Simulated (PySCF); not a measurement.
# Te⁴¹⁺: ionisation energy

Te⁴¹⁺ [Ne] 3s1 (2S) → Te⁴²⁺ [Ne] (1S), as a difference of total energies. Computed with PySCF 2.14 in an even-tempered Gaussian basis (16 s from 7.7 bohr⁻², ratio 2.5; 10 p from 10 bohr⁻², ratio 2.5; 4 d from 37 bohr⁻², ratio 2.7; 4 f from 55 bohr⁻², ratio 2.7), with no relativity, point nucleus. Correlated levels: outer shells: 1s2 frozen; virtual orbitals above 40 to 60 times the deepest correlated orbital energy dropped. The calculations carry no spin-orbit coupling.

```
                method  ionisation energy (eV)
                   UHF                  2935.2
                   LDA                  2937.9
                   PBE                  2940.6
                  PBE0                  2939.4
                r2SCAN                  2934.4
                 TPSSh                  2938.3
                 M06-L                  2931.7
    MP2 (outer shells)                  2935.9
SCS-MP2 (outer shells)                  2935.8
```

The gap to the reference is mostly relativistic.

For comparison: 3041 ± 0.5 eV (semi-empirical (NIST evaluation); NIST Atomic Spectra Database, ionization energies).
